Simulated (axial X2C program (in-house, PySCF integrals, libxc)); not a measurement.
**Photoelectron levels of SnSe by EOM-IP-CCSD**

Calculated with an axial X2C code built on PySCF integrals: two-component X2C with atomic mean-field Coulomb and Gaunt terms, Gaussian nuclei, basis Sn dyall-cv3z, Se dyall-cv3z with contracted cores.

R = 2.236 Å (0.960 times 2.329 Å, the PBE0 minimum at charge 0 for the lowest determinant).

Vertical ionisation energies of SnSe to the states of SnSe⁺:

```json
{"Ω of SnSe⁺": "3/2", "vertical IE (eV)": "9.194", "above lowest (cm⁻¹)": "0", "ionised spinor": "73% Se pπ, 19% Sn pπ", "one-hole weight": "0.94"}
{"Ω of SnSe⁺": "1/2", "vertical IE (eV)": "9.375", "above lowest (cm⁻¹)": "1455", "ionised spinor": "35% Se pσ, 33% Sn pσ, 14% Sn sσ", "one-hole weight": "0.95"}
{"Ω of SnSe⁺": "1/2", "vertical IE (eV)": "9.442", "above lowest (cm⁻¹)": "2000", "ionised spinor": "66% Se pπ, 16% Sn pπ", "one-hole weight": "0.94"}
{"Ω of SnSe⁺": "1/2", "vertical IE (eV)": "13.823", "above lowest (cm⁻¹)": "37336", "ionised spinor": "53% Sn sσ, 30% Se pσ, 10% Se sσ", "one-hole weight": "0.78"}
```

**Question.** What is the splitting of the first π pair in the table, and is it regular or inverted?

**Answer.** E(3/2) − E(1/2) = 0 − 2000 = -2000 cm⁻¹ at EOM-IP-CCSD: inverted, Ω = 3/2 lower. Splittings at this level can be off by ten to twenty per cent.

This point took 36 s on 1 thread of Arm Neoverse N1, on a shared host.

Reference electrons by ω block (each with its −ω partner): 1/2: 27, 3/2: 12, 5/2: 3. 20 electrons of SnSe correlated (inner shells frozen), 82 natural virtual spinors (a truncated set); levels can be off by some tenths of an eV. Roots sought by Ω: (1/2: 4, 3/2: 3, 5/2: 1); rows need 60 % one-particle weight and stop where some Ω has no more roots. Missing are any skipped roots, higher Ω and states of a further excitation; these come out far too high here and may in truth be low or lowest. T1 of the reference 0.019 (Lee–Taylor). Number of frozen shells: Sn 4 s, 3 p, 1 d; Se 3 s, 2 p, 1 d.
